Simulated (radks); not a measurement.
Problem. Ionisation ladder of iron, from Fe X to Fe XX. Each ion is in the ground configuration listed by NIST, and IE = E(next ion) - E(this ion). All-electron calculation, non-relativistic Kohn-Sham, PBE, spin-unpolarised, spherical densities, point nucleus. Program: a radial shooting solver on a logarithmic mesh with Libxc functionals.

| species | configuration | IE, Delta-SCF (eV) | -e(HOMO) (eV) | HOMO |
|---|---|---|---|---|
| Fe X | [Ne] 3s2 3p5 | ? | 248.91 | 3p |
| Fe XI | [Ne] 3s2 3p4 | 293.92 | 278.69 | 3p |
| Fe XII | [Ne] 3s2 3p3 | ? | 309.28 | 3p |
| Fe XIII | [Ne] 3s2 3p2 | 356.50 | 340.59 | 3p |
| Fe XIV | [Ne] 3s2 3p1 | ? | 372.52 | 3p |
| Fe XV | [Ne] 3s2 | 454.00 | 438.08 | 3s |
| Fe XVI | [Ne] 3s1 | 486.02 | 469.93 | 3s |
| Fe XVII | [Ne] | ? | 1215.9 | 2p |
| Fe XVIII | [He] 2s2 2p5 | 1363.0 | 1313.3 | 2p |
| Fe XIX | [He] 2s2 2p4 | 1464.1 | 1413.2 | 2p |
| Fe XX | [He] 2s2 2p3 | 1567.4 | 1515.4 | 2p |

Estimate the withheld Delta-SCF values.

Solution. Fe X: 263.73 eV (NIST 262.1); Fe XII: 324.87 eV (NIST 331); Fe XIV: 388.69 eV (NIST 392); Fe XVII: 1264.4 eV (NIST 1263).

Beside tabulated values, note that spin-unpolarised runs miss the spin-polarisation part of the exchange energy of open shells.
